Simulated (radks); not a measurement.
Values are calculated unless marked as measured or tabulated.
Re III, 73 electrons, occupied as [Xe] 4f14 5d5 (the NIST ground configuration).

Level of theory: scalar-relativistic Kohn-Sham, BLYP, spin-unpolarised, spherical densities, finite nucleus; Fermi nuclear charge, rms radius 5.3698 fm (a radial shooting solver on a logarithmic mesh with Libxc functionals).

Energy parts (hartree):
| part | energy |
|---|---|
| total | -16689.4553 |
| kinetic | 18436.5348 |
| electron-nucleus | -41261.3006 |
| Hartree | 6466.1729 |
| exchange-correlation | -330.8623 |

Orbitals (lengths in bohr, moments of r in powers of bohr):
orbital  occ.  eigenvalue (hartree)       <r^4>
1s          2             -2633.474   5.458e-07
2s          2             -457.1313  0.00008167
2p          6             -399.1291  0.00006451
3s          2             -106.2952    0.002992
3p          6             -89.18494    0.003231
3d         10             -69.75449    0.002493
4s          2             -22.65384     0.06961
4p          6             -17.03945     0.09284
4d         10              -9.98774      0.1349
5s          2              -3.74013       2.132
5p          6              -2.33556       4.166
4f         14              -2.16125      0.4023
5d          5              -0.78492       25.51

The highest occupied level is 5d at -21.359 eV. The electron density at the nucleus is 1.65e+06 e/bohr^3 (large components only). For comparison, the ionisation energy in NIST's Atomic Spectra Database is 27 eV (theoretical). In exact Kohn-Sham theory the highest level is minus the ionisation energy, but local and semilocal functionals leave it too shallow, through self-interaction and a potential that decays too fast; potentials with the right tail come closer. The density falls to 0.001 e/bohr^3 at r = 3.73 bohr. Summed over all electrons, <r^2> = 42.64 bohr^2, which gives a Langevin (diamagnetic) susceptibility term of -33.8 x 10^-6 cm^3/mol.

Beside tabulated values, note that spin-unpolarised runs miss the spin-polarisation part of the exchange energy of open shells.
